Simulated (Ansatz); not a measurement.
Relaxation of AlH$_{5}$O$_{3}$Se (10 atoms, charge 0, multiplicity 1), to a largest force component of 0.03 eV/Å in at most 50 steps.

All numbers below come from Ansatz, RHF/def2-SVP.

```xyz
10
Properties=species:S:1:pos:R:3:forces:R:3
Al 1.006 -0.106 -0.075 -0.90 2.01 -0.29
O 0.344 1.545 -0.314 0.93 -2.01 0.29
O 1.133 -0.745 1.470 0.01 0.01 0.01
O 1.605 -0.902 -1.424 0.01 0.00 0.01
H -1.847 0.939 -0.250 -0.49 -0.59 0.00
Se -2.694 -0.284 -0.255 0.44 0.56 0.01
H 0.476 1.978 -1.143 0.00 0.01 0.00
H 0.885 -0.409 2.312 0.00 0.00 -0.03
H 1.986 -1.758 -1.508 -0.01 0.01 0.00
H -2.894 -0.259 1.186 0.00 -0.01 0.00
```

**Question.** Where does it end, and by what steps?

**Answer.** The forces met the threshold. After 12 steps the energy has fallen by 0.271 eV; Se6 moved furthest, 0.63 Å. Joined: Al1–Se6.

| step | energy less start (eV) | largest force component (eV/Å) | accepted |
| --- | --- | --- | --- |
| 0 | 0.0000 | 2.014 | yes |
| 1 | -0.0907 | 1.489 | yes |
| 2 | -0.1471 | 0.627 | yes |
| 3 | -0.1718 | 0.573 | yes |
| 4 | -0.1929 | 0.621 | yes |
| 5 | -0.2220 | 0.812 | yes |
| 6 | -0.2452 | 0.509 | yes |
| 7 | -0.2530 | 0.381 | yes |
| 8 | -0.1978 | 1.985 | no |
| 9 | -0.2684 | 0.079 | yes |
| 10 | -0.2673 | 0.093 | no |
| 11 | -0.2702 | 0.030 | yes |
| 12 | -0.2705 | 0.015 | yes |

```xyz
10
Properties=species:S:1:pos:R:3
Al 0.721 -0.031 -0.083
O 0.653 1.659 -0.251
O 0.844 -0.691 1.478
O 1.231 -0.949 -1.415
H -2.458 0.937 -0.388
Se -2.093 -0.469 -0.317
H 0.941 2.153 -0.998
H 0.964 -0.210 2.278
H 1.548 -1.834 -1.415
H -2.352 -0.565 1.111
```

Run time: 29 s on 2 threads of Intel(R) Xeon(R) Platinum 8488C (Sapphire Rapids) (shared host), peak memory 0.28 GiB.
